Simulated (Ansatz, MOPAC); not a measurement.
Molecule: CH2F, charge 1, multiplicity 1. SMILES of the parent species: F[CH2]

Atoms: C1, F2, H3, H4. Bonds: C1-F2, C1-H3, C1-H4.

Bond lengths (Å) and angles (degrees) optimised at PM3 with MOPAC; PBE/6-31G* with Ansatz (a program for electronic structure); MP2/6-31G* with Ansatz, each started from the B3LYP-D3(BJ)/def2-TZVP structure (Ansatz) of the last column. A row stands for all coordinates that are equal there. 6-31G* holds six Cartesian d functions. No wavenumbers were computed at PBE/6-31G*, MP2/6-31G*, so these may be saddle points.

| coordinate | PM3 | PBE/6-31G* | MP2/6-31G* | B3LYP-D3(BJ)/def2-TZVP |
|---|---|---|---|---|
| C1-F2 | 1.265 | 1.249 | 1.244 | 1.231 |
| C1-H3 | 1.093 | 1.106 | 1.091 | 1.096 |
| F2-C1-H3 | 117.3 | 116.9 | 116.9 | 117.1 |
| H3-C1-H4 | 125.3 | 126.1 | 126.1 | 125.8 |

Mean signed difference of all 3 bond lengths from B3LYP-D3(BJ)/def2-TZVP: PM3 0.009 Å, PBE/6-31G* 0.012 Å, MP2/6-31G* 0.001 Å.
